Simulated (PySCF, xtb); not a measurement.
Si(H)2(OAc)(OH) (C₂H₆O₃Si), SMILES CC(=O)O[SiH2]O.

GFN2-xTB (xtb) at its own geometry gives an orbital gap of 4.96 eV and a dipole moment of 3.42 D.

Geometry: B3LYP-D3(BJ)/def2-SVP. One conformer was computed; it need not be the lowest.

Task: What does PBE0/def2-TZVP (PySCF) give? (An estimate is asked for; the answer gives what the named calculation found.)

Result: gap 8.13 eV (levels -8.14 and 0.00 eV), dipole 2.66 D.
